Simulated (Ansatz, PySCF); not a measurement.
Process, species as SMILES: CCCCl → C[CH]CCl + H atom (the C-H bond at the site shown breaks; other sites are not compared here)
Structures are relaxed separately at B3LYP-D3(BJ)/def2-TZVP in Ansatz (a quantum-chemistry and plane-wave program), one conformer each, not searched for the lowest.

Property: bond dissociation energy (0 K, with B3LYP-D3(BJ) harmonic zero-point energies from PySCF), in kJ/mol. Valence correlation only, unless marked. UHF or UKS for open shells. Spin-orbit coupling is left out. No relativistic terms. CBS marks a two-point X^-3 extrapolation of the correlation energy; Hartree-Fock from the larger set. The bracket is a focal-point correction in the basis named.

| level | program | bond dissociation energy (kJ/mol) |
|---|---|---|
| RI-HF/aug-cc-pV(T+d)Z | Ansatz | 299.7 |
| PBE0/STO-3G | Ansatz | 502.2 |
| r2SCANh/def2-TZVPD | Ansatz | 372.9 |
| r2SCAN0-D4/def2-TZVPD | Ansatz + dftd4 | 376.0 |
| HSE06-D3(BJ)/def2-TZVPD | Ansatz + dftd3 | 380.4 |
| CAM-B3LYP-D4/def2-TZVPD | Ansatz + dftd4 | 390.2 |
| MP2/STO-3G | Ansatz | 460.8 |
| RI-MP2/cc-pV(T+d)Z | Ansatz | 402.3 |
| CCSD/6-31G | Ansatz | 343.9 |
| RI-MP2/CBS(cc-pV(T+d)Z,cc-pV(Q+d)Z)+[CCSD(T)-MP2]/cc-pV(D+d)Z | Ansatz | 408.2 |
